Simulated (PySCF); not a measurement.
## The electron affinity along the 5d series

All values are computed (PySCF 2.14, energy differences of UHF-based or UKS calculations, no spin-orbit coupling). Values in eV. The last column holds reference values (measured affinities from photodetachment; the arrow runs from anion to atom). Unmarked ones compare directly (S terms, centres of terms, or small fine structure); those marked * lie between the lowest fine-structure levels and include a spin-orbit shift.

| element | configurations | UHF | MP2 (valence) | CCSD(T) (valence) | LDA | PBE | r2SCAN | reference |
| --- | --- | --- | --- | --- | --- | --- | --- | --- |
| Ta (aug-cc-pVDZ-PP with ECP60MDF, ECP) | [Xe] 4f14 5d4 6s2 → [Xe] 4f14 5d3 6s2 | -0.419 | -0.187 | 0.206 | 0.914 | 0.707 | 0.584 | 0.329 * |
| W (aug-cc-pVDZ-PP with ECP60MDF, ECP) | [Xe] 4f14 5d5 6s2 → [Xe] 4f14 5d4 6s2 | 0.897 | 1.024 | 1.313 | 1.872 | 1.694 | 1.767 | 0.817 * |
| Re (aug-cc-pVDZ-PP with ECP60MDF, ECP) | [Xe] 4f14 5d6 6s2 → [Xe] 4f14 5d5 6s2 | -1.936 | -0.916 | -0.599 | 0.246 | 0.121 | -0.182 | 0.060 * |
| Os (aug-cc-pVDZ-PP with ECP60MDF, ECP) | [Xe] 4f14 5d7 6s2 → [Xe] 4f14 5d6 6s2 | -0.616 | 0.513 | 0.722 | 1.390 | 1.255 | 1.024 | 1.078 * |
| Ir (aug-cc-pVDZ-PP with ECP60MDF, ECP) | [Xe] 4f14 5d8 6s2 → [Xe] 4f14 5d7 6s2 | 0.012 | 1.405 | 1.466 | 2.238 | 2.001 | 1.795 | 1.564 * |
| Pt (aug-cc-pVDZ-PP with ECP60MDF, ECP) | [Xe] 4f14 5d9 6s2 → [Xe] 4f14 5d9 6s1 | 0.420 | 1.829 | 1.920 | 2.410 | 2.099 | 2.008 | 2.125 * |
| Au (aug-cc-pVDZ-PP with ECP60MDF, ECP) | [Xe] 4f14 5d10 6s2 → [Xe] 4f14 5d10 6s1 | 0.606 | 2.066 | 2.084 | 2.620 | 2.295 | 2.203 | 2.309 |

The highest occupied level of the anion is positive for Ta⁻ at UHF, LDA, PBE, r2SCAN; W⁻ at UHF, LDA, PBE, r2SCAN; Re⁻ at LDA, PBE, r2SCAN; Os⁻ at LDA, PBE, r2SCAN; Ir⁻ at LDA, PBE, r2SCAN; Pt⁻ at LDA, PBE, r2SCAN; Au⁻ at LDA, PBE, r2SCAN, so there the basis helps to hold the electron.

"Valence" correlates the outer s and p shells and, in groups 3 to 12 and the f block, the outer d or f shell, open or full, or the next shell where the ion has no valence electron left; the wider scheme adds the next inner shell.
